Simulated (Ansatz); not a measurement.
Reactions of AlFH$_{2}$S$_{2}$, SMILES `[F][Al]([SH])[SH]`.

Computed with Ansatz on PBE0-D4/def2-TZVP structures; ΔE is electronic, products minus reactants. CCSD(T)/CBS adds triple-zeta CCSD(T) − MP2 to the extrapolated MP2 energy (def2 sets, frozen cores). This one scheme is used for every species. One conformer a species, not always the lowest.

Problem. Order these by ΔE at CCSD(T)/CBS, lowest first. (Estimate.)
A. `[F][Al]([SH])[SH]` + `O[SiH3]` → `[SiH3][O][Al]([SH])[SH]` + H–F
B. `[F][Al]([SH])[SH]` + H₂ → `[SH][AlH][SH]` + H–F
C. `[F][Al]([SH])[SH]` + H₂O → `[OH][Al]([SH])[SH]` + H–F

Solution. A (+4.8 kcal/mol), C (+11.6 kcal/mol), B (+38.1 kcal/mol).

Largest T1 diagnostic: 0.012, for `[F][Al]([SH])[SH]`.
